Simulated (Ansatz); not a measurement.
Consider the isomerisation: `C[Si]1(N)CO1` → `C=NCO[SiH3]`.

Computed with Ansatz on PBE0-D4/def2-TZVP structures; ΔE is electronic, products minus reactants. CCSD(T)/CBS adds triple-zeta CCSD(T) − MP2 to the extrapolated MP2 energy (def2 sets, frozen cores). One conformer a species, not always the lowest.

| species | HF/def2-QZVPP energy (Eh) |
| --- | --- |
| `C[Si]1(N)CO1` | -498.20912 |
| `C=NCO[SiH3]` | -498.17565 |

(1) Work out ΔE.

Largest T1 diagnostic among the species: 0.012.

Answers

(1) ΔE = (-498.17565) − (-498.20912) = 0.03347 Eh = +87.9 kJ/mol. CCSD(T)/CBS gives +133.1 kJ/mol.

From PBE to PBE0 (25 % exact exchange), in def2-TZVPP and without D4, ΔE moves by +4.4 kJ/mol. In def2-TZVPP, CCSD(T) changes the Hartree–Fock value by +36.2 kJ/mol (the triples alone add +1.4 kJ/mol) and MP2 by +54.3 kJ/mol.
